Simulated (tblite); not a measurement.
Compound: C₅H₇NO₂.
Geometry (GFN2-xTB, Å), atoms numbered from 1 in this order:
```xyz
15
C5H7NO2 angstrom
C     -2.339   -0.883    0.338
O     -0.931   -1.026    0.352
C     -0.252    0.072   -0.021
N     -0.839    1.249   -0.395
C      0.152    2.035   -0.673
O      1.352    1.482   -0.515
C      1.112    0.207   -0.093
C      2.230   -0.725    0.190
H     -2.740   -1.842    0.660
H     -2.655   -0.091    1.020
H     -2.694   -0.643   -0.667
H      0.075    3.050   -1.003
H      2.869   -0.329    0.978
H      1.814   -1.677    0.506
H      2.841   -0.873   -0.699
```

Computed values, GFN2-xTB/tblite, gas phase, harmonic and unscaled. Errors from tens to a few hundred cm⁻¹ against measured bands are possible. One conformer, not necessarily the lowest.

Harmonic wavenumbers (cm⁻¹): 74.6, 85.5, 135.5, 176.2, 216.9, 277.5, 340.3, 500.2, 608.5, 618.3, 671.5, 765.0, 775.3, 942.0, 967.0, 1043.0, 1045.3, 1104.1, 1127.8, 1141.0, 1154.7, 1227.5, 1250.3, 1378.4, 1393.0, 1414.3, 1448.5, 1457.8, 1468.9, 1473.8, 1505.1, 1630.7, 2958.8, 2974.9, 3000.0, 3014.6, 3030.6, 3066.3, 3190.4.

A = 3511, B = 1925, C = 1263 MHz; mass 113.048 u (most abundant isotopes); point group Cs, symmetry number 1.

Task: Zero-point energy?

Result: ½Σν̃ = 25327 cm⁻¹ = 302.98 kJ/mol.

Task: What is S at 400 K and 1 bar for an ideal gas of classical rigid rotors and harmonic oscillators?

Result: Translation 173.93, rotation 120.91, vibration 119.12: S = 414.0 J/(mol K).

Task: And Cp and H(400 K) − H(0)?

Result: Cp = 158.10 J/(mol K), of which vibrations give 124.84 (their classical limit is 39 R = 324.3); H(400 K) − H(0) = 38.35 kJ/mol without the zero-point energy, 25.04 from vibrations.

Task: How do the functions run with temperature in this model?

Result: 
```json
{"T (K)": "50", "S (J/(mol K))": "233.0", "Cp (J/(mol K))": "49.0", "H − H(0) (kJ/mol)": "1.93", "G − H(0) (kJ/mol)": "-9.72", "ln q(vib)": "0.24"}
{"T (K)": "100", "S (J/(mol K))": "273.2", "Cp (J/(mol K))": "67.8", "H − H(0) (kJ/mol)": "4.88", "G − H(0) (kJ/mol)": "-22.44", "ln q(vib)": "1.07"}
{"T (K)": "298.15", "S (J/(mol K))": "372.5", "Cp (J/(mol K))": "125.6", "H − H(0) (kJ/mol)": "23.88", "G − H(0) (kJ/mol)": "-87.17", "ln q(vib)": "4.88"}
{"T (K)": "373.15", "S (J/(mol K))": "403.3", "Cp (J/(mol K))": "149.7", "H − H(0) (kJ/mol)": "34.21", "G − H(0) (kJ/mol)": "-116.26", "ln q(vib)": "6.29"}
{"T (K)": "500", "S (J/(mol K))": "452.4", "Cp (J/(mol K))": "186.6", "H − H(0) (kJ/mol)": "55.62", "G − H(0) (kJ/mol)": "-170.57", "ln q(vib)": "8.68"}
{"T (K)": "750", "S (J/(mol K))": "538.7", "Cp (J/(mol K))": "238.7", "H − H(0) (kJ/mol)": "109.30", "G − H(0) (kJ/mol)": "-294.75", "ln q(vib)": "13.29"}
{"T (K)": "1000", "S (J/(mol K))": "612.3", "Cp (J/(mol K))": "271.9", "H − H(0) (kJ/mol)": "173.42", "G − H(0) (kJ/mol)": "-438.87", "ln q(vib)": "17.66"}
```

q(vib) and H(0) count from the zero-point level.

Task: Blend soft modes into free rotors: weight 1/[1 + (100 cm⁻¹/ν̃)⁴] for the oscillator and the rest for a rotor with moment μB/(μ + B), μ = h/(8π²ν), B = 10⁻⁴⁴ kg m². What vibrational entropy results?

Result: 111.85 J/(mol K) in place of 119.12, which changes −T·S at 400 K by +2.91 kJ/mol.

Hindered rotation and anharmonicity are outside this model. Other conformers, if any are populated, would add a mixing term that is left out.

On an Arm Neoverse V1 with one thread, no GPU, on a shared host, this took 0.4 s wall. The figure is for the frequency step alone.
